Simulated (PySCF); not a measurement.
F2HNbO2, multiplicity 1. Atoms are numbered in the order given.

```xyz
6

Nb     0.0158    -0.0252     0.0000
O     -0.0628    -1.7218     0.0000
F      0.9141     0.5264     1.5512
F      0.9141     0.5264    -1.5512
O     -1.7474     0.6385     0.0000
H     -2.6200     0.2233     0.0000
```

Coordinates come from a B3LYP-D3(BJ)/def2-SVP optimisation. The spin state was assumed, not searched. The structure was generated by enumeration; whether it is a known compound was not checked. The def2 effective core potentials stand for the cores of Nb; spin–orbit coupling is left out. The values are those of a single conformer.

These are PBE/def2-TZVP run with PySCF values and carry that method's errors.

Symmetry labels are those of the subgroup Cs that the program uses (full group Cs).

Computed valence orbital energies around the gap with their symmetry:
```
orbital  symmetry  energy (eV)
-------  --------  -----------
HOMO−7         A'       -10.90
HOMO−6         A'       -10.65
HOMO−5         A"       -10.12
HOMO−4         A'        -9.45
HOMO−3         A"        -9.03
HOMO−2         A'        -8.65
HOMO−1         A'        -8.55
HOMO           A"        -8.48
LUMO           A'        -2.66
LUMO+1         A"        -2.55
LUMO+2         A'        -1.53
LUMO+3         A'        -1.22
```
